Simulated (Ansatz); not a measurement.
A calculation with Ansatz (development build ahead of 0.2.0).

```yaml
crystal:
  periodic: [false, false, false]
  atoms:
    - { symbol: Be, position_ang: [0.0, 0.0, 0.0] }
    - { symbol: O, position_ang: [0.0, 0.0, 1.99] }
basis:
  gaussian: { orbitals: def2-SVP }
hamiltonian:
  xc: hf
correlation:
  method: mp2
  frozen_orbitals: { Be: 0, O: 1 }
output:
  forces: true
```

The input is written out in the form of the current development build from the run's settings.

Results

```yaml
Converged: yes
Reference_energy: -89.19019 hartree
Correlation_energy: -0.21442 hartree
Total_energy: -89.40461 hartree
Spin_squared_of_the_determinant: 0.000
Stability_test: minimum among restricted orbitals
```

Forces (eV/Å):
```csv
atom,Fx,Fy,Fz
Be1,0.000,0.000,7.633
O2,0.000,0.000,-7.633
```

Caution: bonds are stretched, where a single reference can fail; an unrestricted determinant lies well below; other determinants can give a lower correlated total.
